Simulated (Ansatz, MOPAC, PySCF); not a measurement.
Dimer: CH4 (SMILES C) (first 5 atoms) with C3H6 (SMILES C=CC); geometry from B3LYP-D3(BJ)/def2-TZVP, rigid monomers moved along the line of their centres of mass till H5···C7 is 2.75 Å.
(charge 0, multiplicity 1):
```xyz
14

C     -0.15336     0.00770     0.50165
H     -1.19014    -0.28098     0.67118
H      0.23126    -0.51925    -0.37071
H     -0.10187     1.08185     0.32643
H      0.44208    -0.24752     1.37655
C      0.87089    -1.01093     4.01676
C      0.48424     0.25664     4.08304
C     -0.89077     0.75524     3.77265
H      0.18475    -1.79755     3.72267
H      1.88430    -1.30891     4.25291
H      1.20904     1.00993     4.38123
H     -0.86787     1.48124     2.95513
H     -1.55533    -0.06017     3.48482
H     -1.32609     1.26636     4.63609
```

Interaction energies are E(AB) − E(A) − E(B) at the monomers' geometry in the complex; basis-set methods are counterpoise corrected. Rows marked so take none.

Cores are frozen in the correlated methods. Rows in 6-31G* carry no dispersion term and start afresh at each structure (6-31G* with six Cartesian d functions). MP2/6-31G* freezes PySCF's default core. The state that PM3, PM6, PM7 reach isn't checked; PM7 holds dispersion and hydrogen-bond terms.

The values were computed with Ansatz (Gaussian orbitals); MOPAC for PM3, PM6, PM7 (differences of heats of formation); PySCF for 6-31G* rows, the dispersion terms. 

```tsv
level	interaction energy (meV)
PM3	-22.3
PM6	-13.1
PM7	-43.8
HF/6-31G*	89.0
PBE-D4/def2-TZVPPD	-33.6
M06-2X/6-31G* (no counterpoise)	-60.9
MP2/6-31G*	33.7
SCS-MP2/aug-cc-pVDZ	…
CCSD/aug-cc-pVDZ	…
```

Problem. Complete the blanks.

Solution. 
- SCS-MP2/aug-cc-pVDZ, interaction energy (meV): 9.7
- CCSD/aug-cc-pVDZ, interaction energy (meV): 3.2

Ansatz is a quantum-chemistry and plane-wave program.
